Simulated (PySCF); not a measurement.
Compound: C6H11ClOSi.
SMILES: `C=CC[C@@H]1[SiH2]OC[C@@H]1Cl`

The closed-shell ground state was solved at several levels (PySCF, density fitting, gas phase, non-relativistic). Isolated species at its PBE0-D3(BJ)/def2-SVP geometry (one conformer only).

| level | basis functions | HOMO (eV) | LUMO (eV) | gap (eV) | dipole (D) |
| --- | --- | --- | --- | --- | --- |
| CAM-B3LYP/def2-SVPD | 282 | -8.98 | 0.98 | 9.96 | 2.40 |
| PBE0/pcSseg-1 | 222 | -7.64 | 0.05 | 7.69 | 2.47 |

Problem. Estimate the row for PBE/pcSseg-1, a basis of 222 functions; the other rows only guide the guess.

Solution. HOMO -6.47 eV, LUMO -0.96 eV, gap 5.51 eV, dipole 2.30 D.

Problem. Over all these levels, which gives the widest orbital gap and which the narrowest?

Solution. CAM-B3LYP/def2-SVPD (range-separated hybrid) has the widest, 9.96 eV, and PBE/pcSseg-1 (GGA) the narrowest, 5.51 eV. Functional and basis both differ between the two, so the spread mixes both effects.

Problem. How far do the dipole and the HOMO energy spread over the levels?

Solution. The dipole runs from 2.30 to 2.47 D (mean 2.39 D) and the HOMO from -8.98 to -6.47 eV.
